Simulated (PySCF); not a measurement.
# Shapes and spin states of WHCl

All numbers come from PBE0 in PySCF with W def2-TZVP with ECP60, H def2-TZVP, Cl def2-TZVP; scalar-relativistic core potentials, no spin–orbit coupling; density-fitted integrals.

Relaxations began from a few typed shapes and spin states; open shells are unrestricted. The search is not exhaustive: other isomers or separated fragments can lie lower, and high-lying points may rest on an excited occupation.

Q: Which is the lowest minimum found?
A. broken-symmetry Ms = 0 (⟨S²⟩ 1.85) Cs: W–Cl 2.233 Å, W–H 1.702 Å; Cl–W–H 121.0°
B. quintet C∞v: W–Cl 2.308 Å, W–H 1.790 Å; Cl–W–H 180.0°
C. singlet (closed shell, unstable to spin polarisation) Cs: W–Cl 2.196 Å, W–H 1.718 Å; Cl–W–H 131.0°
D. broken-symmetry Ms = 0 (⟨S²⟩ 1.89) Cs: W–Cl 2.243 Å, W–H 1.707 Å; Cl–W–H 121.8°
E. singlet (closed shell, unstable to spin polarisation) Cs: W–Cl 2.187 Å, W–H 1.711 Å; Cl–W–H 128.1°
F. quintet Cs: W–Cl 2.262 Å, W–H 1.718 Å; Cl–W–H 120.4°
G. broken-symmetry Ms = 1 (⟨S²⟩ 3.00) Cs: W–Cl 2.248 Å, W–H 1.717 Å; Cl–W–H 123.0°
H. triplet Cs: W–Cl 2.198 Å, W–H 1.706 Å; Cl–W–H 126.9°

A: F. The others lie at 56.3 (quintet C∞v, a saddle point), 101.8 (broken-symmetry Ms = 1 Cs), 110.0 (broken-symmetry Ms = 0 Cs), 111.9 (triplet Cs), 114.3 (broken-symmetry Ms = 0 Cs), 203.5 (singlet Cs), 208.3 (singlet Cs) kJ/mol above it.

For the lowest minimum: with open d or f shells other occupations or spin states may lie lower. Spin–orbit coupling, left out here, can matter for elements this heavy.

The electron or spin density has lower symmetry than the nuclear frame for the quintet C∞v at 56.3 kJ/mol, broken-symmetry Ms = 0 (⟨S²⟩ 1.85) Cs at 110.0 kJ/mol, broken-symmetry Ms = 0 (⟨S²⟩ 1.89) Cs at 114.3 kJ/mol.
